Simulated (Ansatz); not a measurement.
The first iterations of a band of BF2H3O + H2O (10 atoms, charge 0, multiplicity 1).

The calculation used RKS PBE0-D4/cc-pVDZ in Ansatz 0.2.0.

- movable images: 5
- climbing image: yes
- spring: 5.0 eV/Å²
- optimiser: quadratic models (default)
- start path: through a guess of the saddle point
- force threshold: 0.03 eV/Å
- iteration limit: 60
- end points: relaxed

Image 0:

```xyz
10
Properties=species:S:1:pos:R:3
B -0.375 -0.112 -1.230
H 0.534 -0.449 -1.957
F -1.452 0.527 -1.802
F -0.789 -1.117 -0.321
H 0.438 0.626 0.649
O 0.232 1.052 -0.254
H -0.032 -0.998 1.334
O 0.541 -0.380 1.831
H -0.495 1.678 -0.115
H 1.398 -0.827 1.866
```

Image 6:

```xyz
10
Properties=species:S:1:pos:R:3
B -0.275 0.476 -1.171
H -0.902 -1.973 0.321
F 0.998 0.192 -1.427
F -1.222 -0.100 -1.909
H 0.729 0.600 1.349
O -0.557 1.368 -0.195
H -0.361 -1.617 0.730
O 1.243 -0.190 1.564
H -1.507 1.487 -0.080
H 1.854 -0.243 0.818
```

| iteration | highest image above the first end (eV) | largest band force component (eV/Å) |
| --- | --- | --- |
| 1 | 12.696 | 55.811 |
| 2 | 3.142 | 12.087 |
| 3 | 2.878 | 12.804 |
| 4 | 0.691 | 2.771 |
| 5 | 0.553 | 1.951 |
| 6 | 0.679 | 1.851 |
| 7 | 0.439 | 0.931 |
| 8 | 0.373 | 0.886 |
| 9 | 0.277 | 1.197 |

Problem. Does the band converge within its limit, and where does its top end?

Solution. It converged. It ended after 27 iterations with the highest image 0.754 eV above the first end. A vibrational analysis at the climbing image gives one clearly imaginary mode, 716i cm⁻¹: a first-order saddle point. The orbitals stay closed-shell, which can raise the energy where a bond breaks towards radicals; this wasn't checked here.

Time of the run: 3.8 min on 2 threads of AMD EPYC 7B13 (Zen 3), with other jobs on the host, peak memory 0.21 GiB.
